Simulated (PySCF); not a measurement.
**NMR parameters of GeF2H2**

GeF2H2, F2GeH2, point group C2v.

Bonds (- single, = double, # triple, : aromatic): Ge1-F2 1.728 Å, Ge1-F3 1.729 Å. Ge1 carries H4, H5.

GIAO calculations in PySCF 2.14 on the PBE0-D3(BJ)/def2-SVP structure: isolated species, non-relativistic, equivalent atoms averaged; basis pcSseg-1 (pcSseg-2 on Ge).

(1) Give the isotropic shieldings (ppm) with B3LYP, PBE, PBE0.

(2) And the chemical shifts, against references computed in the same way?

(3) Which part of the shielding of Ge1 depends on the functional?

(4) What couplings does PBE/pcJ-1 (pcSseg-1 on Ge) give?

Results:

(1) 
```json
{"atoms": "Ge1", "environment": "germanium bonded to 2 F, 2 H", "B3LYP": "1298", "PBE": "1249", "PBE0": "1327"}
{"atoms": "F2/F3", "environment": "fluorine bonded to Ge", "B3LYP": "339.3", "PBE": "320.5", "PBE0": "347.7"}
{"atoms": "H4/H5", "environment": "hydrogen on a germanium bonded to 2 F", "B3LYP": "25.55", "PBE": "25.07", "PBE0": "25.43"}
{"atoms": "HOMO–LUMO gap (eV)", "environment": "–", "B3LYP": "9.36", "PBE": "7.43", "PBE0": "9.88"}
```

(2) 
```tsv
atoms	nucleus, reference	B3LYP	PBE	PBE0
F2/F3	$^{19}$F, CFCl3	-167.4	-175.7	-170.5
H4/H5	$^{1}$H, TMS	5.83	6.13	5.84
```

(3) Diamagnetic: B3LYP 2756, PBE 2756, PBE0 2756 ppm; paramagnetic: B3LYP -1457, PBE -1507, PBE0 -1429 ppm. The diamagnetic part, set mainly by inner electrons, hardly moves; the paramagnetic part goes with low-lying magnetically allowed excitations and carries the spread.

(4) $^{2}J$(H4,H5) = 62.2, $^{2}J$(F2,F3) = 40.3, $^{2}J$(F2,H4) = 33.6 Hz (averaged over equivalent pairs; isotopes $^{1}$H, $^{19}$F).

Relativistic effects, spin–orbit coupling among them, are left out; they matter for Ge and for the light atoms bonded to it. Unscaled 19F shifts against computed CFCl3 carry errors that often reach 10 to 50 ppm.
